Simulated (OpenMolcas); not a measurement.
An atom or ion with 39 electrons was computed by SS-CASPT2, IPEA 0.25 Eh, imaginary shift 0.1 Eh with spin-orbit coupling (OpenMolcas, ANO-RCC-VTZP, DKH2). The lowest levels that the run gave, each within 12 % of the measured value where one is at hand:

| J | Parity | E (cm-1) | g |
| --- | --- | --- | --- |
| 3/2 | even | 0.0 | 0.402 |
| 5/2 | even | 521 | 1.029 |
| 7/2 | even | 1190 | 1.238 |
| 9/2 | even | 1967 | 1.332 |
| 3/2 | even | 8610 | 1.566 |
| 1/2 | even | 8740 | 2.126 |
| 7/2 | even | 9580 | 0.890 |
| 5/2 | even | 9870 | 1.597 |
| 9/2 | even | 10180 | 1.099 |
| 1/2 | even | 10280 | 1.211 |
| 3/2 | even | 10800 | 1.425 |
| 3/2 | even | 13370 | 0.875 |

Question: Which ion is it, and what are the configurations and terms?

Answer: Nb2+ (Z = 41, charge +2; active space 3 electrons in 10 orbitals (4d 5d)). J, parity and g give the terms where levels are pure, and mixed ones are named by the computed weights; the size of the splittings, set against known spectra of the 39-electron sequence, gives the charge. In order, with the measured energies in cm-1 (the list in Shadmi, J. Res. Natl. Bur. Stand. 70A, 435 (1966)): 4d3 4F 3/2, 4d3 4F 5/2 (516), 4d3 4F 7/2 (1177), 4d3 4F 9/2 (1939), 4d3 4P 3/2 [62 %] (8608), 4d3 4P 1/2 [73 %] (8664), 4d3 2G 7/2 (9236), 4d3 4P 5/2 (9594), 4d3 2G 9/2 (9804), 4d3 2P 1/2 [73 %], 4d3 2P 3/2 [52 %], 4d3 2D 3/2(1).

CASPT2 does not keep the components of a term degenerate, so their means are used; among the terms shown or strongly mixed into the levels shown the widest spread is 400 cm-1 (4d3 4F). Active for correlation alone: 5d; no level in the range computed is led by a configuration that fills it, so any true level of that kind is missing. Measured partners are found by configuration, term and J. A level has none where our copy of the source lacks it or the pairing is in doubt (some pairs that miss far off the trend of their configuration count as doubtful), and it then counts in no deviation. Only configurations of the active space appear.

A share in square brackets marks a mixed level and gives the weight of the term that names it. A number in round brackets counts repeated terms of one configuration in the order of the reference energies.
